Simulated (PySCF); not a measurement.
# Assigning NMR signals

Geometry:
| atom | x (Å) | y (Å) | z (Å) |
| --- | --- | --- | --- |
| C1 | 2.883 | -0.442 | -0.299 |
| C2 | 1.759 | 0.564 | -0.269 |
| O3 | 1.945 | 1.759 | -0.408 |
| C4 | 0.422 | 0.058 | -0.059 |
| C5 | -0.100 | -1.212 | 0.131 |
| N6 | -1.425 | -1.056 | 0.280 |
| C7 | -2.408 | -2.078 | 0.503 |
| N8 | -1.794 | 0.226 | 0.196 |
| C9 | -0.700 | 0.929 | -0.009 |
| Si10 | -0.580 | 2.791 | -0.218 |
| H11 | 2.938 | -0.955 | 0.660 |
| H12 | 3.827 | 0.061 | -0.495 |
| H13 | 2.695 | -1.182 | -1.073 |
| H14 | 0.361 | -2.179 | 0.170 |
| H15 | -2.463 | -2.754 | -0.353 |
| H16 | -3.369 | -1.585 | 0.635 |
| H17 | -2.166 | -2.655 | 1.397 |
| H18 | -1.964 | 3.275 | -0.112 |
| H19 | 0.208 | 3.354 | 0.874 |
| H20 | -0.072 | 3.092 | -1.553 |

- GFN2-xTB geometry
- PBE0/pcSseg-1 with gauge-including orbitals
- run in PySCF 2.14
- one computed conformer, non-relativistic Hamiltonian, equivalent nuclei averaged, no solvent

Chemical shifts δ = σref − σ; 13C (σ = 186.93 ppm), 1H (σ = 31.72 ppm) vs TMS, all at this level.

(1) Assign these signals to the numbered atoms. 13C{1H} NMR (computed): δ 196.7 (C), 155.1 (C), 137.4 (C), 134.0 (CH), 39.7 (CH3), 29.0 (CH3).

(2) Assign these signals to the numbered atoms. 1H NMR (400 MHz, computed): δ 7.72 (s, 1H), 4.55 (s, 3H), 4.14 (s, 3H), 2.48 (s, 3H).

Answers

(1) 
| δ (ppm) | atoms | environment | reason |
| --- | --- | --- | --- |
| 196.7 | C2 | ketone carbonyl carbon | the double bond to the heteroatom, with no lone-pair donor beside it, deshields it most |
| 155.1 | C9 | substituted aromatic carbon next to a ring nitrogen | – |
| 137.4 | C4 | substituted aromatic carbon | – |
| 134.0 | C5 | aromatic CH next to a ring nitrogen | – |
| 39.7 | C7 | methyl carbon bonded to N | pulled downfield by the heteroatom |
| 29.0 | C1 | methyl carbon α to a carbonyl | the adjacent C=O deshields it moderately |

(2) 
7.72 → H14, hydrogen on an aromatic CH next to a ring nitrogen: ring current plus the deshielding of an ortho carbonyl group
4.55 → H18/H19/H20, hydrogen on a silicon bonded to C
4.14 → H15/H16/H17, hydrogen on a methyl carbon bonded to N: its carbon carries N, hence the downfield position
2.48 → H11/H12/H13, hydrogen on a methyl carbon α to a carbonyl: α to C=O

Shifts are as computed. Against solution values, carbons near 30 ppm lie about +3 ppm off and those near 130 ppm about +5 ppm. Of 1211 compounds with measured shifts, 218 miss one by over three times the rms of a fit or turn the order of signals round; such compounds aren't used in these exercises. No couplings were computed; multiplicities are counted from neighbouring protons, with m where these are inequivalent, close in shift, in a saturated or five-membered ring or joined by F or P, and br s for small geminal =CH2 splittings.
